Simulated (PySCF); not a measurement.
## Exercise with solution: entropy of an ideal gas

C₃H₄ClNSi, SMILES C1C=C[Si@H](Cl)N=1.

Geometry optimised at B3LYP-D3(BJ)/def2-SVP. The structure was generated by enumeration; whether it is a known compound was not checked.

PySCF with B3LYP-D3(BJ)/def2-SVP gives the harmonic wavenumbers 114, 174, 360, 454, 499, 586, 648, 704, 735, 760, 828, 870, 939, 968, 1013, 1079, 1302, 1354, 1576, 1672, 2271, 3062, 3164, 3221 cm⁻¹ and the rotational temperatures 0.2511, 0.0805, 0.0701 K. The molar mass is 117.61 g/mol, the symmetry number 1, the spin multiplicity 1.

### Question
Work out the entropy at 298.15 K and 1 atm in the rigid-rotor, harmonic-oscillator model.

### Answer

Translation (Sackur–Tetrode at 1 atm): S = R[1.5 ln M + 2.5 ln T − 1.16487] = 168.2 J/(mol K).
Rotation: q = (√π/σ) T^1.5/√(θA θB θC) = 242000, S = R[ln q + 3/2] = 115.6 J/(mol K).
Vibration: with u = 1.4388 ν/T, each mode gives R[u/(e^u − 1) − ln(1 − e^−u)]:
| ν (cm⁻¹) | modes | u | S (J/(mol K)) |
|---|---|---|---|
| 114 | 1 | 0.55 | 13.39 |
| 174 | 1 | 0.84 | 10.01 |
| 360 | 1 | 1.74 | 4.69 |
| 454 | 1 | 2.19 | 3.28 |
| 499 | 1 | 2.41 | 2.76 |
| 586 | 1 | 2.83 | 1.98 |
| 648 | 1 | 3.13 | 1.57 |
| 704 | 1 | 3.40 | 1.26 |
| 735 | 1 | 3.55 | 1.12 |
| 760 | 1 | 3.67 | 1.01 |
| 828 | 1 | 4.00 | 0.78 |
| 870 | 1 | 4.20 | 0.66 |
| 939 | 1 | 4.53 | 0.50 |
| 968 | 1 | 4.67 | 0.45 |
| 1013 | 1 | 4.89 | 0.37 |
| 1079 | 1 | 5.21 | 0.28 |
| 1302 | 1 | 6.28 | 0.11 |
| 1354 | 1 | 6.53 | 0.09 |
| 1576 | 1 | 7.61 | 0.04 |
| 1672 | 1 | 8.07 | 0.02 |
The stiffer modes add less than 0.005 each. Sum 44.4 J/(mol K).
Spin: R ln 1 = 0.0 J/(mol K).
Total 328.1 J/(mol K); the program's own thermochemistry gives 328.1. Translation makes up 51 % and vibration 14 %. Anharmonicity, hindered rotation and orbital degeneracy are left out.
